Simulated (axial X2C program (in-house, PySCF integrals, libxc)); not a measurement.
**HSnH⁺: properties at the nuclei**

Computed with an axial X2C code built on PySCF integrals: two-component X2C with atomic mean-field Coulomb and Gaunt terms, Gaussian nuclei, basis H dyall-v3z, Sn dyall-v3z with contracted cores.

H–Sn–H held linear, with bonds 1.662 and 1.662 Å (near the PBE0 minimum at charge 1 of the determinant lowest at the starting distance; the state shown can have its own minimum elsewhere, held linear; other orders of the atoms were not compared).

Determinant lowest in the PBE0 search, Ω = 1/2 (⟨Sz⟩ = -0.50, ⟨Lz⟩ = 1.00 at PBE0), spin on the atoms H 0.02, Sn -0.54, H 0.02:

| level | A∥/gI H (MHz) | qzz H (a.u.) | A∥/gI Sn (MHz) | qzz Sn (a.u.) |
| --- | --- | --- | --- | --- |
| PBE0 | 18.9 | 0.11 | 2020 | -6.07 |
| HF | 35.9 | 0.11 | 489 | -7.40 |
| TPSSh | 18.1 | 0.11 | 1990 | -5.75 |

Determinant 0.36 eV from it at PBE0 and this distance, Ω = 3/2 (⟨Sz⟩ = 0.50, ⟨Lz⟩ = 1.00 at PBE0), spin on the atoms H -0.02, Sn 0.54, H -0.02:

```tsv
level	A∥/gI H (MHz)	qzz H (a.u.)	A∥/gI Sn (MHz)	qzz Sn (a.u.)
PBE0	-2.15	0.11	744	-6.75
HF	-7.77	0.11	1130	-8.07
TPSSh	-1.91	0.11	761	-6.42
```

A∥ (defined per Ω) follows by multiplying with gI = μI/(I μN); qzz is the electric field gradient, eQq0 = 234.96 MHz × Q/barn × qzz. The operators were transformed with the bare-nucleus X2C matrices; with these basis sets, hyperfine constants and field gradients can be off by tens of per cent, and where levels differ in sign neither size nor sign is settled.

(1) With gI(1H) = 5.5857 (g factors from the IAEA table of nuclear moments by Stone), turn the PBE0 values of the first state into constants in MHz.

The molecule was held linear; bending was not examined, so a bent shape may lie lower.

Each state is one determinant with collinear spin. Unrestricted Hartree–Fock can overshoot spin polarisation at the nuclei. The search compared states at one distance, so a state with another bond length can lie lower. Where a field gradient or hyperfine factor spreads by more than a factor of two over the levels, a constant derived from it is not to be relied on. PBE0 term energies can be off by some tenths of an eV.

Results:

(1) A∥(1H) = 18.9 × 5.5857 = 106 MHz.
